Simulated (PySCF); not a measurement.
H5InOP2, SMILES [PH2][In]([OH])[PH2]. Atoms are numbered in the order given.

```xyz
9

In     0.1730    -0.0317    -0.0580
O      2.1213    -0.4362    -0.4849
H      2.3865    -0.0530    -1.3430
P     -0.3908    -0.9073     2.2507
H      0.2855    -2.1442     1.9446
H     -1.6642    -1.4110     1.7946
P     -1.1634     1.4053    -1.6827
H     -2.3556     0.6381    -1.4142
H     -0.7859     0.5454    -2.7796
```
Charge 0, spin multiplicity 1.

The structure is a stationary point at PBE-D3(BJ)/def2-SVP. The structure was generated by enumeration; whether it is a known compound was not checked. The def2 effective core potentials stand for the cores of In; spin–orbit coupling is left out. One conformer was computed; it need not be the lowest.

These are PySCF with r2SCAN/def2-TZVP values and carry that method's errors.

Gas-phase values at a fixed geometry.

Task: Estimate the frontier levels, gap, dipole moment and polarisability. (An estimate is asked for; the answer gives what the named calculation found.)

Result: 
The highest occupied level is -6.32 eV. The lowest empty level is -2.20 eV and the orbital gap comes out as 4.12 eV. The dipole moment comes out as 2.00 D, the quadrupole, principal values (traceless, Buckingham form, about the centre of nuclear charge) is -8.67, 2.82, 5.85 D·Å and the mean static polarisability is 105.8 bohr³ (15.68 Å³). The polarisability, principal values is 71.2, 95.7, 150.6 bohr³.
